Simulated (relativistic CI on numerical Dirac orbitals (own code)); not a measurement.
# Crystal-field levels of Co2+, 3d7

Calculated by Dirac-Coulomb-Breit CI, orbitals from a KLI potential per configuration, a model potential for QED, one configuration in a parametric crystal field, unscaled Slater integrals (own radial code). With so little scaling, terms lie 10 to 35 % too far apart, which can change the order of excited levels.

Field parameters in Wybourne normalisation: D3d B²₀ = −7Dσ, B⁴₀ = −14Dq − 21Dτ, B⁴₃ = −14√(10/7) Dq. The field is a parameter set, without covalency.

S and J are read from ⟨S²⟩ = S(S + 1) and ⟨J²⟩ = J(J + 1) of each level; they are not fictitious spins.

D3d, 10Dq = 15100, Dσ = -1200, Dτ = -110 cm⁻¹, the lowest 10 levels:

| E (cm⁻¹) | Degeneracy | Irrep | S | J |
| --- | --- | --- | --- | --- |
| 0.0 | 2 | Γ4 | 1.50 | 3.65 |
| 13.6 | 2 | Γ5+Γ6 | 1.50 | 3.56 |
| 2488 | 2 | Γ4 | 1.50 | 3.96 |
| 2729 | 2 | Γ4 | 1.50 | 3.59 |
| 2957 | 2 | Γ5+Γ6 | 1.50 | 3.30 |
| 3204 | 2 | Γ4 | 1.50 | 2.94 |
| 9758 | 2 | Γ4 | 0.51 | 4.02 |
| 9828 | 2 | Γ5+Γ6 | 0.51 | 4.07 |
| 13487 | 2 | Γ5+Γ6 | 1.50 | 3.48 |
| 13507 | 2 | Γ4 | 1.50 | 3.49 |

Principal g values of the ground doublet: 2.12, 4.49, 4.49.

D3d, 10Dq = 15100, Dσ = 1200, Dτ = -110 cm⁻¹, the lowest 16 levels:

```
E (cm⁻¹)  Degeneracy  Irrep     S     J
     0.0           2     Γ4  1.50  4.19
     251           2     Γ4  1.50  3.77
     380           2  Γ5+Γ6  1.50  3.72
     726           2     Γ4  1.50  3.04
    1144           2  Γ5+Γ6  1.50  3.18
    1271           2     Γ4  1.50  2.99
    8373           2  Γ5+Γ6  0.51  4.00
    8483           2     Γ4  0.51  4.09
   13165           2     Γ4  1.50  3.55
   13173           2  Γ5+Γ6  1.50  3.50
   13193           2     Γ4  1.50  3.44
   13247           2     Γ4  1.50  3.44
   14699           2  Γ5+Γ6  1.49  3.48
   14756           2     Γ4  1.50  3.41
   20291           2  Γ5+Γ6  0.51  4.57
   20579           2     Γ4  0.50  4.57
```

Principal g values of the ground doublet: 3.81, 3.81, 5.20.

D3d, 10Dq = 15100, Dσ = 980, Dτ = -110 cm⁻¹, the lowest 16 levels:

```tsv
E (cm⁻¹)	Degeneracy	Irrep	S	J
0.0	2	Γ4	1.50	4.24
294	2	Γ4	1.50	3.79
374	2	Γ5+Γ6	1.50	3.82
789	2	Γ4	1.50	3.04
991	2	Γ5+Γ6	1.49	3.07
1112	2	Γ4	1.50	2.92
8410	2	Γ5+Γ6	0.51	4.00
8503	2	Γ4	0.51	4.08
13220	2	Γ4	1.50	3.56
13233	2	Γ5+Γ6	1.50	3.51
13260	2	Γ4	1.50	3.45
13317	2	Γ4	1.50	3.44
14395	2	Γ5+Γ6	1.49	3.47
14455	2	Γ4	1.50	3.39
20377	2	Γ5+Γ6	0.51	4.57
20633	2	Γ4	0.50	4.58
```

Principal g values of the ground doublet: 4.22, 4.22, 4.56.

The free-ion ground term has S = 3/2. Every field shown keeps that spin.

Levels of this model without a field, named by their leading LS term: 4F_9/2 0, 4F_7/2 809, 4F_5/2 1404, 4F_3/2 1813, 2G_9/2 19154, 4P_5/2 19258, 4P_3/2 19515, 4P_1/2 19848 cm⁻¹.
